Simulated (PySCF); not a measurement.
Fractional electron number in Ir²⁺ (iridium, charge +2)

The 5d beta orbital of [Xe] 4f14 5d7 is emptied in steps (occupation f), with all orbitals relaxed, ending at [Xe] 4f14 5d6. Computed with PySCF 2.14 in aug-cc-pVTZ-PP with ECP60MDF (6s6p5d3f2g, 88 functions), with scalar relativity through the core potential. The exact energy is a straight line in f; departures are measured from the line between the end points of the same method.

| f | PBE0 (eV) | r2SCAN (eV) | LC-wPBE (eV) |
| --- | --- | --- | --- |
| 1 | 0.000 | 0.000 | 0.000 |
| 0.8 | -0.644 | -0.855 | -0.176 |
| 0.6 | -0.968 | -1.280 | -0.265 |
| 0.4 | -0.969 | -1.273 | -0.265 |
| 0.2 | -0.646 | -0.842 | -0.176 |
| 0 | 0.000 | 0.000 | 0.000 |

Question: For PBE0, how does the orbital energy at f = 1 compare with the removal energy?

Answer: −ε = 25.117 eV against a total-energy difference of 29.129 eV. By Janak's theorem ε = ∂E/∂f, so the gap between them reflects the curvature. Along the path −ε is 26.707 (f = 0.8), 28.314 (f = 0.6), 29.931 (f = 0.4), 31.552 (f = 0.2) eV.

```csv
method,E(f=0) − E(f=1) (eV),−ε at f=1 (eV),−ε at f=0.4 (eV)
PBE0,29.129,25.117,29.931
r2SCAN,29.008,23.657,30.110
LC-wPBE,29.024,27.933,29.244
```

Reference removal energy between the ground levels: 28 ± 1.6 eV (theoretical estimate listed by NIST; NIST Atomic Spectra Database, ionization energies). The calculation has no spin-orbit coupling. The determinant left behind need not be the lowest term of the ion.
